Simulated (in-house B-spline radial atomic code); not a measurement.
The numbers below are computed, except where a source is named.
**Softness against transferability: the 4d channel of Sn**

Sn, [Kr] 4d10 5s2 5p2, non-relativistic PBE, spherical and spin-unpolarised, from an all-electron radial atomic-structure program (B-spline basis) (atomic units). The all-electron 4d level is ε = -1.002429 hartree, its outermost node lies just inside 0.40 bohr and its outer maximum at 0.89 bohr.

Troullier-Martins pseudo-orbitals are made for several radii. The cutoffs (hartree) are the plane-wave energies beyond which the orbital holds less than the named kinetic energy per electron. The phase error is the difference, pseudo minus all-electron, of arctan(R P'/P) at R = 1.54 bohr for all radii, half a hartree below and above the level.

```
r_c (bohr)  V_l(0) (hartree)  cutoff for 10 mEh  for 1 mEh  for 0.1 mEh  phase error at ε − 0.5 (mrad)  at ε + 0.5 (mrad)
      0.67           -110.65                194        322        > 450                           -2.6               -0.8
      0.77            -45.39                104        133          215                           -1.7               -0.5
      0.89            -22.51               42.7         71          101                           -1.0               -0.3
       1.0            -18.33                 37         48         57.9                           -0.8               -0.2
      1.12            -17.46                 36       45.3         55.3                           -0.6               -0.2
      1.24            -17.06               35.3       44.2         62.3                           -0.3               -0.1
```

Question: Which radius needs the lowest cutoff for 1 mEh while both phase errors stay within 1.1 mrad?

Answer: The radii within that limit are 0.89, 1.0, 1.12, 1.24 bohr; of these r_c = 1.24 needs the least, 44.2 hartree, that is 88.4 Ry or 1203 eV.

Question: What does the larger radius buy, and what does it cost?

Answer: From r_c = 0.67 to 1.24 bohr the cutoff for 1 mEh goes from 322 to 44.2 hartree, a factor of 7.29, against 3.43 for a pure 1/r_c² scaling, end to end; step by step it is 322, 133, 71, 48, 45.3, 44.2, and for 0.1 mEh > 450, 215, 101, 57.9, 55.3, 62.3; the number of plane waves goes as the cutoff to the power 3/2, here a factor of 19.7. The larger of the two phase errors is least at r_c = 1.24 bohr, 0.3 mrad; it is 2.6 at the smallest radius and 0.3 at the largest, so in this scan the atom's own scattering shows no cost of a large radius. These errors test the reference atom alone. The smallest radius lies well inside the outer maximum, where the nodeless form must bend sharply to keep the norm, so it is both harder and scatters less well than the next. Large radii also let the cores of neighbours overlap, which an atom doesn't show.
